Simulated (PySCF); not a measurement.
PySCF input (TPSSh/def2-TZVPD):

```python
from pyscf import gto, scf, dft

mol = gto.M(
    atom='''
    Si    0.39735093    0.01673678   -0.03243247
    F     0.71388762   -1.25455577    0.85024217
    F     0.61041922    1.27616569    0.89705804
    F     1.43733448    0.08101535   -1.20914561
    O    -1.07346929   -0.03193275   -0.65781548
    C    -2.31719567   -0.09487611    0.04155759
    H    -3.10872634   -0.12096651   -0.70419930
    H    -2.37000816   -0.99686586    0.65369173
    H    -2.44802189    0.78460868    0.67434889
    ''',
    basis='def2-tzvpd',
    charge=0,
    spin=0,
    verbose=4,
)

mf = dft.RKS(mol, xc='tpssh').density_fit(auxbasis='def2-universal-jkfit')
mf.grids.level = 3
mf.conv_tol = 1e-9
mf.max_cycle = 100
mf.max_memory = 1500
mf.kernel()
if not mf.converged:
    mf = mf.newton()
    mf.kernel(mf.make_rdm1())
mf.analyze()
```

Output:

```
PySCF version 2.14.0

[INPUT] verbose = 4
[INPUT] num. atoms = 9
[INPUT] num. electrons = 58
[INPUT] charge = 0
[INPUT] spin (= nelec alpha-beta = 2S) = 0
[INPUT] symmetry False subgroup None
[INPUT] Mole.unit = angstrom
[INPUT] Symbol           X                Y                Z      unit          X                Y                Z       unit  Magmom
[INPUT]  1 Si     0.397350930000   0.016736780000  -0.032432470000 AA    0.750884433041   0.031627930407  -0.061288485843 Bohr   0.0
[INPUT]  2 F      0.713887620000  -1.254555770000   0.850242170000 AA    1.349052085518  -2.370766813293   1.606724840856 Bohr   0.0
[INPUT]  3 F      0.610419220000   1.276165690000   0.897058040000 AA    1.153525146971   2.411603643667   1.695194013439 Bohr   0.0
[INPUT]  4 F      1.437334480000   0.081015350000  -1.209145610000 AA    2.716168516594   0.153096823386  -2.284954047620 Bohr   0.0
[INPUT]  5 O     -1.073469290000  -0.031932750000  -0.657815480000 AA   -2.028562961231  -0.060344151904  -1.243091097699 Bohr   0.0
[INPUT]  6 C     -2.317195670000  -0.094876110000   0.041557590000 AA   -4.378865193328  -0.179289863664   0.078532463497 Bohr   0.0
[INPUT]  7 H     -3.108726340000  -0.120966510000  -0.704199300000 AA   -5.874641378822  -0.228593574144  -1.330743814110 Bohr   0.0
[INPUT]  8 H     -2.370008160000  -0.996865860000   0.653691730000 AA   -4.478666335384  -1.883803458329   1.235298339593 Bohr   0.0
[INPUT]  9 H     -2.448021890000   0.784608680000   0.674348890000 AA   -4.626090919040   1.482695520157   1.274334714504 Bohr   0.0

nuclear repulsion = 350.235920065745
number of shells = 99
number of NR pGTOs = 374
number of NR cGTOs = 267
basis = def2-tzvpd
ecp = {}

******** <class 'pyscf.df.df_jk.DFRKS'> ********
method = DFRKS
initial guess = minao
damping factor = 0
level_shift factor = 0
DIIS = <class 'pyscf.scf.diis.CDIIS'>
diis_start_cycle = 1
diis_space = 8
diis_damp = 0
SCF conv_tol = 1e-09
SCF conv_tol_grad = None
SCF max_cycles = 100
direct_scf = False
XC library pyscf.dft.libxc version 7.1.2
    S. Lehtola, C. Steigemann, M. J. T. Oliveira, and M. A. L. Marques,  SoftwareX 7, 1–5 (2018)
XC functionals = tpssh
    V. N. Staroverov, G. E. Scuseria, J. Tao, and J. P. Perdew,  J. Chem. Phys. 119, 12129 (2003)
radial grids:
    Treutler-Ahlrichs [JCP 102, 346 (1995); DOI:10.1063/1.469408] (M4) radial grids

becke partition: Becke, JCP 88, 2547 (1988); DOI:10.1063/1.454033
pruning grids: <function nwchem_prune>
grids dens level: 3
symmetrized grids: False
atomic radii adjust function: <function treutler_atomic_radii_adjust>
small_rho_cutoff = 0
Set gradient conv threshold to 3.16228e-05
Initial guess from minao.
tot grids = 119592
******** <class 'pyscf.df.df.DF'> ********
auxbasis = def2-universal-jkfit
init E= -705.136282839657
  HOMO = -0.384519642450029  LUMO = -0.056232841419993  gap/eV = 8.93314
[...]
cycle= 10 E= -704.607988193483  delta_E= -3.78e-10  |g|= 1.46e-05  |ddm|= 3.11e-05
  HOMO = -0.315781325200595  LUMO = -0.0151334874004427  gap/eV = 8.18104
Extra cycle  E= -704.607988193436  delta_E= 4.68e-11  |g|= 2.33e-05  |ddm|= 2.21e-05
converged SCF energy = -704.607988193436
**** SCF Summaries ****
Total Energy =                        -704.607988193436313
Nuclear Repulsion Energy =             350.235920065745404
One-electron Energy =                -1673.877139358930890
Two-electron Energy =                  619.033231099749173
Two-electron Coulomb Energy =          686.782918973636129
DFT Exchange-Correlation Energy =      -67.749687873886955
HOMO-LUMO gap [eV] =                     8.181044370458300
**** MO energy ****
MO #1   energy= -66.0853931575546  occ= 2
MO #2   energy= -24.6182889577566  occ= 2
MO #3   energy= -24.6172853082174  occ= 2
MO #4   energy= -24.6172783558262  occ= 2
MO #5   energy= -19.0873383240493  occ= 2
MO #6   energy= -10.1877732056143  occ= 2
MO #7   energy= -5.30626570945778  occ= 2
MO #8   energy= -3.65502705343353  occ= 2
MO #9   energy= -3.6546191257442   occ= 2
MO #10  energy= -3.65324820856726  occ= 2
MO #11  energy= -1.20918594651195  occ= 2
MO #12  energy= -1.18311399586515  occ= 2
MO #13  energy= -1.18130644217269  occ= 2
MO #14  energy= -1.02621643397013  occ= 2
MO #15  energy= -0.703605072449783 occ= 2
MO #16  energy= -0.567387235403892 occ= 2
MO #17  energy= -0.508009074944351 occ= 2
MO #18  energy= -0.501819772854664 occ= 2
MO #19  energy= -0.500664513149423 occ= 2
MO #20  energy= -0.462191071156942 occ= 2
MO #21  energy= -0.457917890758856 occ= 2
MO #22  energy= -0.445964793055952 occ= 2
MO #23  energy= -0.444155509217903 occ= 2
MO #24  energy= -0.44346448547712  occ= 2
MO #25  energy= -0.4188248558719   occ= 2
MO #26  energy= -0.417488597623427 occ= 2
MO #27  energy= -0.405257591823016 occ= 2
MO #28  energy= -0.33430290634551  occ= 2
MO #29  energy= -0.315781325200595 occ= 2
MO #30  energy= -0.0151334874004427 occ= 0
MO #31  energy= 0.00825240650172236 occ= 0
MO #32  energy= 0.0369938744475864 occ= 0
MO #33  energy= 0.0389593914044404 occ= 0
MO #34  energy= 0.0529918571739241 occ= 0
MO #35  energy= 0.069021851560644  occ= 0
MO #36  energy= 0.0815981461796771 occ= 0
MO #37  energy= 0.086205608494633  occ= 0
MO #38  energy= 0.0864744472558591 occ= 0
MO #39  energy= 0.0972400953646902 occ= 0
MO #40  energy= 0.109315744408583  occ= 0
MO #41  energy= 0.116366848916816  occ= 0
MO #42  energy= 0.117478092882954  occ= 0
MO #43  energy= 0.124234402898726  occ= 0
MO #44  energy= 0.140422600786672  occ= 0
MO #45  energy= 0.144084023899295  occ= 0
MO #46  energy= 0.155319212507959  occ= 0
MO #47  energy= 0.156292976901438  occ= 0
MO #48  energy= 0.162842628091277  occ= 0
MO #49  energy= 0.180078412196429  occ= 0
MO #50  energy= 0.182583946856392  occ= 0
MO #51  energy= 0.189375429427499  occ= 0
MO #52  energy= 0.202327725928067  occ= 0
MO #53  energy= 0.211359129414379  occ= 0
MO #54  energy= 0.212319440300656  occ= 0
MO #55  energy= 0.220041374181132  occ= 0
MO #56  energy= 0.227454263315776  occ= 0
MO #57  energy= 0.241838547673548  occ= 0
MO #58  energy= 0.255799462221885  occ= 0
MO #59  energy= 0.265280065463167  occ= 0
MO #60  energy= 0.266469100392866  occ= 0
MO #61  energy= 0.273478483156375  occ= 0
MO #62  energy= 0.279771936520803  occ= 0
MO #63  energy= 0.311270359854764  occ= 0
MO #64  energy= 0.31267355469237   occ= 0
MO #65  energy= 0.316476805092953  occ= 0
MO #66  energy= 0.32724362750429   occ= 0
MO #67  energy= 0.336521611990637  occ= 0
MO #68  energy= 0.340464306172693  occ= 0
MO #69  energy= 0.355352076483798  occ= 0
MO #70  energy= 0.363092914311879  occ= 0
MO #71  energy= 0.36435838120165   occ= 0
MO #72  energy= 0.371967681795363  occ= 0
MO #73  energy= 0.372201452812681  occ= 0
MO #74  energy= 0.385491034747657  occ= 0
MO #75  energy= 0.395773899896001  occ= 0
MO #76  energy= 0.406730414999657  occ= 0
MO #77  energy= 0.41976957631842   occ= 0
MO #78  energy= 0.438305862656644  occ= 0
MO #79  energy= 0.453486678709324  occ= 0
MO #80  energy= 0.473907171961518  occ= 0
MO #81  energy= 0.474926928006651  occ= 0
MO #82  energy= 0.476347688259693  occ= 0
MO #83  energy= 0.504631662181149  occ= 0
MO #84  energy= 0.511786259624499  occ= 0
MO #85  energy= 0.55799057770959   occ= 0
MO #86  energy= 0.568948959993866  occ= 0
MO #87  energy= 0.584389564487684  occ= 0
MO #88  energy= 0.587212418309351  occ= 0
MO #89  energy= 0.599160437656675  occ= 0
MO #90  energy= 0.612019209507946  occ= 0
MO #91  energy= 0.618280926725915  occ= 0
MO #92  energy= 0.6235914365771    occ= 0
MO #93  energy= 0.63566065089982   occ= 0
MO #94  energy= 0.642353007125939  occ= 0
MO #95  energy= 0.65164643028812   occ= 0
MO #96  energy= 0.652931251336007  occ= 0
MO #97  energy= 0.669193070541564  occ= 0
MO #98  energy= 0.675628056038102  occ= 0
MO #99  energy= 0.697341680111013  occ= 0
MO #100 energy= 0.702574597576596  occ= 0
MO #101 energy= 0.713969579854139  occ= 0
MO #102 energy= 0.735332138593105  occ= 0
MO #103 energy= 0.752387419339909  occ= 0
MO #104 energy= 0.75454153562411   occ= 0
MO #105 energy= 0.758877907774336  occ= 0
MO #106 energy= 0.804033205741737  occ= 0
MO #107 energy= 0.828501313658225  occ= 0
[...]
```
